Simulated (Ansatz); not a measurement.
C4H6Si, SMILES C1C=C[SiH2]C=1.

Geometry: r2SCAN-D4/def2-SVP.

Two levels are set side by side: PBE/def2-TZVPD (Ansatz, a quantum-chemistry and plane-wave program) and PBE0/def2-TZVPD (Ansatz). Energy differences of separate SCF runs at the same geometry; the states with an electron removed or added have multiplicity 2 and 2. Differences are taken from unrounded values.

```
quantity                            PBE
---------------------------------  ----
vertical ionisation energy (eV)    8.77
vertical singlet–triplet gap (eV)  2.67
```

Task: These are the PBE values. What does PBE0 give? (Estimate from the structure and the level; the computed values follow.)

Result: 
```csv
quantity,PBE0,PBE minus PBE0
vertical ionisation energy (eV),8.74,0.03
vertical singlet–triplet gap (eV),2.63,0.04
```

Here PBE gives about what the other level gives.
